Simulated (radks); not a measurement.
Sm39+, configuration [Ne] 3s1.5 3p6 3d5 4f0.5 (fractional occupations, a model configuration). All-electron calculation, Dirac Kohn-Sham, PBE, spin-unpolarised, spherical densities, point nucleus; open shells fill j = l - 1/2 first. Program: a radial shooting solver on a logarithmic mesh with Libxc functionals.

Spin-orbit splittings of the eigenvalues, e(l+1/2) - e(l-1/2), with zeta = 2 splitting/(2l+1) and mean radii in bohr:

| shell | occ. | splitting (eV) | zeta (eV) | <r> j=l-1/2 | <r> j=l+1/2 |
|---|---|---|---|---|---|
| 2p | 6 | ? | ? | 0.08024 | 0.08674 |
| 3p | 6 | 140.3 | 93.55 | 0.2302 | 0.2409 |
| 3d | 5 | 32.21 | 12.88 | 0.2104 | 0.2137 |
| 4f | 0.5 | 3.636 | 1.039 | 0.4200 | 0.4219 |

Estimate the 2p splitting.

Answer. 609.7 eV (zeta = 406.4 eV).
